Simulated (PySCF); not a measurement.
**Titanium: a sound run and one with changed settings**

Sound run: Ti⁺ [Ar] 3d2 4s1, Ti²⁺ [Ar] 3d2. Computed with PySCF 2.14 in aug-cc-pVDZ-DK, with the spin-free X2C one-electron Hamiltonian (Gaussian nucleus). The sound run starts from symmetry-adapted Hartree-Fock orbitals and uses a fine grid where one is needed.

Changed run: radial step 0.3 in ln r (0.13 in the sound run). This setting is unsound on purpose.

```tsv
species	method	sound run (hartree)	changed run (hartree)	converged
Ti⁺	UHF	-852.54038	-852.54038	yes
Ti⁺	LDA	-851.35196	-851.35203	yes
Ti⁺	M06-L	-853.39405	-853.36020	yes
Ti²⁺	UHF	-852.06437	-852.06437	yes
Ti²⁺	LDA	-850.83088	-850.83095	yes
Ti²⁺	M06-L	-852.91984	-852.88612	yes
```

Ionisation energy of Ti⁺:

```tsv
method	sound run (eV)	changed run (eV)
UHF	12.953	12.953
LDA	14.179	14.179
M06-L	12.904	12.900
```

A coarse radial grid mis-integrates the density and the exchange-correlation energy, with errors of either sign; Hartree-Fock needs no grid.

For comparison, NIST gives 13.575 eV between the lowest levels.
